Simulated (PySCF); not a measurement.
## How methods differ on the excitation energy of Au⁺

Au⁺ [Xe] 4f14 5d10 (1S) → Au⁺ [Xe] 4f14 5d9 6p1 (high-spin determinant), as a difference of total energies. All numbers are calculated (PySCF 2.14, scalar relativity by spin-free X2C-1e, in Sapporo-DKH3-DZP-2012 (8s6p5d2f, 65 functions)). Correlated levels: valence: [Xe] 4f14 frozen; valence and next inner shell: [Kr] 4d10 4f14 frozen. The calculations carry no spin-orbit coupling.

```tsv
method	excitation energy (cm⁻¹)
UHF	91241
LDA	92328
PBE	90649
PBE0	91944
r2SCAN	89866
PBEsol	90845
B3LYP	91889
wB97X-V	93678
MP2 (valence)	97202
SCS-MP2 (valence)	97349
MP2 (valence and next inner shell)	95694
SCS-MP2 (valence and next inner shell)	95551
```

A first-order spin-orbit estimate (lowest level to lowest level, LS coupling) adds -0.092 eV.

The basis was made for the ground configuration and has no added diffuse functions, so the excitation energy can come out too high.

The determinant of the upper state mixes LS terms, which raises its energy above the lowest term, most at the Hartree-Fock and MP2 levels.
